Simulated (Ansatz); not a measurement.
Consider the hydrogen abstraction from a Br–H bond: HBr + `[OH]`• → Br• + H₂O.

Program: Ansatz. Geometries: PBE0-D4/def2-TZVP. ΔE: electronic, gas phase. CCSD(T)/CBS is the MP2 limit (def2-TZVPP, def2-QZVPP) plus CCSD(T) − MP2 in def2-TZVPP, frozen cores. This one scheme is used for every species, atoms too. DFT in def2-TZVPP. Open shells (•) are unrestricted, without spin–orbit coupling. Spin–orbit coupling would lower the free atoms: clearly for Br. For Br outer-core shells are correlated without core-valence functions, so the limit isn't a true one: a few kJ/mol of doubt a bond, and 10 to 20 or more in all where bonds break to atoms. Scalar relativity is left out up to krypton.

CCSD(T)/CBS gives -31.0 kcal/mol.

Another level gave -30.6 kcal/mol. Which?
A. BHLYP/def2-TZVPP
B. r2SCAN0-D4/def2-TZVPP
C. BLYP-D4/def2-TZVPP
D. PBE0/def2-TZVPP

C. BLYP-D4 -30.6, r2SCAN0-D4 -27.0, BHLYP -28.1, PBE0 -29.3 kcal/mol.

Largest T1 diagnostic among the species: 0.008.

Leaving LDA and LC-ωPBE aside and taking each functional with its dispersion term where it has one, the values, not all of them listed here, spread over 4.7 kcal/mol, from ωB97M-V to r2SCAN0-D4. LDA lies −4.3 kcal/mol from PBE without D4. At CCSD(T), def2-SVP lies +2.5 kcal/mol from the extrapolated value and def2-TZVPP +0.5 kcal/mol. From PBE to PBE0 (25 % exact exchange), in def2-TZVPP and without D4, ΔE moves by +1.4 kcal/mol.

CCSD(T)/CBS has its own doubt, a few kJ/mol and more with outer-core shells, so smaller differences from it don't rank the levels.
